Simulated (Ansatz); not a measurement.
A run on C$_{2}$H$_{10}$GaN, SMILES `[CH3][GaH-]([CH3])[NH3+]` with other settings.

```yaml
crystal:
  periodic: [false, false, false]
  atoms:
    - {symbol: C, position_ang: [-0.928325, 1.087934, -1.296216]}
    - {symbol: Ga, position_ang: [-0.521436, 0.197389, 0.438725]}
    - {symbol: C, position_ang: [1.163436, 0.699611, 1.375518]}
    - {symbol: N, position_ang: [0.070556, -1.755985, -0.309096]}
    - {symbol: H, position_ang: [-1.718520, 0.575334, -1.852110]}
    - {symbol: H, position_ang: [-1.273337, 2.111435, -1.123499]}
    - {symbol: H, position_ang: [-0.045139, 1.153335, -1.939099]}
    - {symbol: H, position_ang: [-1.745975, -0.300857, 1.325037]}
    - {symbol: H, position_ang: [1.054155, 1.679146, 1.849849]}
    - {symbol: H, position_ang: [1.427442, -0.008871, 2.165809]}
    - {symbol: H, position_ang: [2.009164, 0.772259, 0.684846]}
    - {symbol: H, position_ang: [0.324979, -2.366401, 0.458790]}
    - {symbol: H, position_ang: [-0.694533, -2.187532, -0.814443]}
    - {symbol: H, position_ang: [0.864633, -1.685997, -0.935112]}
basis:
  gaussian: {orbitals: aug-cc-pVTZ}
hamiltonian: {xc: {name: r2SCANh}}
output: {forces: true}
```

```sh
$ ansatz run in.yaml --threads 4 --pin off --events-out ev --progress --plain --max-ram 10444MiB
```

It prints (some lines left out):

```
Functional definition: r2SCANh
1697 factors; their error is unknown
mean field evaluation 1: about -56085.3719 eV, gradient 9.9e1 eV
mean field evaluation 2: about -56070.0586 eV, gradient 1.2e2 eV
mean field evaluation 4: about -56105.3575 eV, gradient 5.0e0 eV
mean field evaluation 8: about -56105.4176 eV, gradient 5.4e-2 eV
mean field evaluation 16: about -56105.4740 eV, gradient 1.6e-4 eV
mean field -56105.47397117 eV, -2061.8381387844 hartree, gradient 2.2e-5 eV, S^2 0.000000; 0 other end points of the search recorded, 0 dependent functions left out
reference -56105.47399526 eV, -2061.8381396698 hartree; 30, 30 occupied and 397, 397 virtual orbitals, 1697 factors
Total energy: -56105.47399526 eV, -2061.8381396698 hartree
Atom 0 at    -0.928325     1.087934    -1.296216 Å, force    -0.000027    -0.004304     0.019093 eV/Å
Atom 1 at    -0.521436     0.197389     0.438725 Å, force    -0.031662    -0.023746     0.021110 eV/Å
Atom 2 at     1.163436     0.699611     1.375518 Å, force    -0.018795    -0.000992    -0.005044 eV/Å
Atom 3 at     0.070556    -1.755985    -0.309096 Å, force    -0.006426     0.021890     0.008255 eV/Å
Atom 4 at    -1.718520     0.575334    -1.852110 Å, force     0.059216     0.041348     0.036775 eV/Å
Atom 5 at    -1.273337     2.111435    -1.123499 Å, force     0.024624    -0.078109    -0.020417 eV/Å
Atom 6 at    -0.045139     1.153335    -1.939099 Å, force    -0.066144    -0.003990     0.044597 eV/Å
Atom 7 at    -1.745975    -0.300857     1.325037 Å, force     0.105213     0.044326    -0.075724 eV/Å
Atom 8 at     1.054155     1.679146     1.849849 Å, force     0.014833    -0.076253    -0.033065 eV/Å
Atom 9 at     1.427442    -0.008871     2.165809 Å, force    -0.014769     0.055117    -0.057582 eV/Å
Atom 10 at     2.009164     0.772259     0.684846 Å, force    -0.059693    -0.005185     0.052607 eV/Å
Atom 11 at     0.324979    -2.366401     0.458790 Å, force    -0.017602     0.038278    -0.086409 eV/Å
Atom 12 at    -0.694533    -2.187532    -0.814443 Å, force     0.084662     0.020432     0.040766 eV/Å
Atom 13 at     0.864633    -1.685997    -0.935112 Å, force    -0.073429    -0.028811     0.055038 eV/Å
Dipole moment:     0.304828    -0.827452    -0.359147 e Å
```

Hardware: 4 threads of an Arm Neoverse V1 on a shared host. Wall time 20 s, peak host memory 2.1 GiB.
